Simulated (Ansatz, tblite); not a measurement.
Cost and result up the ladder for Te₃⁻ (the lowest doublet isomer of a short search) (3 atoms). The state is a doublet with charge -1. Geometry: PBE0-D4/def2-SVPD.

| atom | x (Å) | y (Å) | z (Å) |
| --- | --- | --- | --- |
| Te1 | 1.6427 | 0.9641 | -1.2758 |
| Te2 | -0.8549 | -1.0679 | 1.8396 |
| Te3 | -0.7877 | 0.1038 | -0.5638 |

Ansatz on 4 threads of Arm Neoverse V2 on a shared host; xTB runs through tblite on one thread. Times are rough, summed over both states, and most runs start from the orbitals of an earlier one. PBE-QIDH/def2-TZVPD serves as the yardstick here, not as an exact answer. Differences are given only for rows in sets of like size (and for xTB, whose basis is part of the method), since another set adds its own error. The other state is a quartet at its own geometry.

In the def2 sets Te takes a core potential; there is no spin–orbit coupling. The xTB rows come from tblite. Correlated methods freeze 12 core orbitals; core or outer-core shells of Te are correlated, in sets that lack core-valence functions. The rows differ in basis, and correlated rows in double-zeta sets carry the largest basis error. In CCSD on the charge -1 quartet the largest single amplitude is 0.23, so its Hartree–Fock determinant may place the open shell otherwise than the density functionals do. The structure comes from a short search, and lower isomers may exist.

Correlated methods converge slowly with the basis, most of all in double-zeta sets.

xTB has no spin-polarisation term.

```json
{"level": "GFN1-xTB", "functions": "27", "wall time": "0.005 s"}
{"level": "GFN2-xTB", "functions": "27", "wall time": "0.007 s"}
{"level": "PBE-D4/def2-TZVPD", "functions": "177", "wall time": "5.4 s"}
{"level": "revPBE-D4/def2-TZVPD", "functions": "177", "wall time": "5.6 s"}
{"level": "PBE0-D4/def2-TZVPD", "functions": "177", "wall time": "8.7 s"}
{"level": "r2SCAN-D4/def2-TZVPD (with forces)", "functions": "177", "wall time": "12 s"}
{"level": "RPA@PBE/def2-TZVPD", "functions": "177", "wall time": "16 s"}
{"level": "BHLYP-D4/def2-TZVPD", "functions": "177", "wall time": "20 s"}
{"level": "B97M-V/def2-TZVPD", "functions": "177", "wall time": "21 s"}
{"level": "PBE-QIDH/def2-TZVPD", "functions": "177", "wall time": "24 s"}
{"level": "CCSD(T)/def2-SVPD", "functions": "105", "wall time": "1.9 min"}
{"level": "ωB97X-V/def2-TZVPD", "functions": "177", "wall time": "2.6 min"}
```

(1) Estimate what each level gives for the quartet − doublet (eV).

Results:

(1) 
```
                             level  quartet − doublet (eV)  difference from PBE-QIDH/def2-TZVPD (eV)                                  remarks
                          GFN1-xTB                    1.76                                      0.51                                        –
                          GFN2-xTB                    2.29                                      1.04                                        –
                 PBE-D4/def2-TZVPD                    1.07                                     -0.18                                        –
              revPBE-D4/def2-TZVPD                    1.05                                     -0.19                                        –
                PBE0-D4/def2-TZVPD                    1.17                                     -0.08                                        –
r2SCAN-D4/def2-TZVPD (with forces)                    1.03                                     -0.22                                        –
                RPA@PBE/def2-TZVPD                    1.09                                     -0.16                                        –
               BHLYP-D4/def2-TZVPD                    1.27                                      0.02                                        –
                 B97M-V/def2-TZVPD                    1.09                                     -0.15                                        –
               PBE-QIDH/def2-TZVPD                    1.25                                      0.00                                        –
                 CCSD(T)/def2-SVPD                    1.10                                         –  spin-contaminated (⟨S²⟩ 3.88) (quartet)
                ωB97X-V/def2-TZVPD                    1.45                                      0.20                                        –
```
